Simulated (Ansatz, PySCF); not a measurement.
Molecule: HTe₂ (charge 0, doublet). It need not be the lowest isomer of its formula. SMILES: [Te][TeH]
Geometry: optimised at B3LYP-D3(BJ)/def2-TZVP (Ansatz, a program for electronic structure).

Wanted: atomisation energy (electronic, to ground-state atoms), in kJ/mol. Valence correlation only, unless marked. Open shells are spin-unrestricted. Spin-orbit coupling is left out. Frozen are the shells of the preceding noble gas and the d and f shells that filled before the atom's block. In def2 rows, elements after Kr have scalar-relativistic effective core potentials. The coupled-cluster limit lacks core correlation, which all-electron functionals hold. Basis-set limits of correlation are two-point, X^-3; Hartree-Fock from the larger set.

```
level                        program  atomisation energy (kJ/mol)
--------------------  --------------  ---------------------------
HF/def2-TZVPD                  PySCF                        266.7
r2SCAN-D4/def2-TZVPD  Ansatz + dftd4                        521.6
```

**Question.** What does CCSD(T)/CBS(def2-TZVPPD,def2-QZVPPD) (Ansatz) give?

**Answer.** 508.4 kJ/mol
